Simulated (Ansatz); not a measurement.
Geometry optimisation, UKS B3LYP-D4/def2-SVP (Ansatz).

Input file:

```yaml
crystal:
  periodic: [false, false, false]
  atoms:
    - { symbol: Ge, position_ang: [0.001744, 0.0, -0.230098] }
    - { symbol: F, position_ang: [-0.00427, 0.0, 2.648904] }
    - { symbol: F, position_ang: [1.610753, 0.0, -0.89456] }
    - { symbol: F, position_ang: [-0.804117, 1.394056, -0.891389] }
    - { symbol: F, position_ang: [-0.804117, -1.394056, -0.891389] }
    - { symbol: Cl, position_ang: [0.001608, 0.0, 4.240331] }
magnetization:
  spin_polarized: true
  initial_magnetization: 1
basis:
  gaussian: { orbitals: def2-SVP }
hamiltonian:
  xc: b3lyp
  dispersion: d4
relax:
  f_tol: 0.03
  max_steps: 50
```

Run as:

```bash
$ ansatz run input.yaml --threads 4 --pin off --max-ram 5120MiB --backend cpu --events-out ev --progress --plain --runs-dir out
```

Task: Where does it end, and by what steps?

Result: It converged. After 16 steps the energy has fallen by 2.960 eV; F2 moved furthest, 1.74 Å. Parted: F2–Cl6 (1.59 → 2.96 Å). Joined: Ge1–F2 (2.88 → 1.71 Å).

```json
{"step": "0", "energy less start (eV)": "0.0000", "largest force component (eV/Å)": "2.757", "accepted": "yes"}
{"step": "1", "energy less start (eV)": "-0.0723", "largest force component (eV/Å)": "1.814", "accepted": "yes"}
{"step": "2", "energy less start (eV)": "-0.1731", "largest force component (eV/Å)": "1.104", "accepted": "yes"}
{"step": "3", "energy less start (eV)": "-0.4050", "largest force component (eV/Å)": "2.719", "accepted": "yes"}
{"step": "4", "energy less start (eV)": "-1.2917", "largest force component (eV/Å)": "5.521", "accepted": "yes"}
{"step": "5", "energy less start (eV)": "-2.5004", "largest force component (eV/Å)": "2.700", "accepted": "yes"}
{"step": "6", "energy less start (eV)": "-2.8265", "largest force component (eV/Å)": "0.298", "accepted": "yes"}
{"step": "7", "energy less start (eV)": "-2.8564", "largest force component (eV/Å)": "0.170", "accepted": "yes"}
{"step": "8", "energy less start (eV)": "-2.8692", "largest force component (eV/Å)": "0.330", "accepted": "yes"}
{"step": "9", "energy less start (eV)": "-2.8864", "largest force component (eV/Å)": "0.049", "accepted": "yes"}
{"step": "10", "energy less start (eV)": "-2.8991", "largest force component (eV/Å)": "0.283", "accepted": "yes"}
{"step": "11", "energy less start (eV)": "-2.9154", "largest force component (eV/Å)": "0.230", "accepted": "yes"}
{"step": "12", "energy less start (eV)": "-2.9338", "largest force component (eV/Å)": "0.202", "accepted": "yes"}
{"step": "13", "energy less start (eV)": "-2.9509", "largest force component (eV/Å)": "0.130", "accepted": "yes"}
{"step": "14", "energy less start (eV)": "-2.9585", "largest force component (eV/Å)": "0.092", "accepted": "yes"}
{"step": "15", "energy less start (eV)": "-2.9594", "largest force component (eV/Å)": "0.106", "accepted": "yes"}
{"step": "16", "energy less start (eV)": "-2.9599", "largest force component (eV/Å)": "0.024", "accepted": "yes"}
```

```xyz
6
Properties=species:S:1:pos:R:3
Ge 0.199 0.000 0.162
F 1.284 0.000 1.485
F 1.132 0.000 -1.268
F -0.769 1.403 0.167
F -0.769 -1.403 0.167
Cl -1.074 0.000 3.270
```

The run took 85 s on 4 threads of Arm Neoverse V1, on a shared host, peak memory 0.43 GiB.
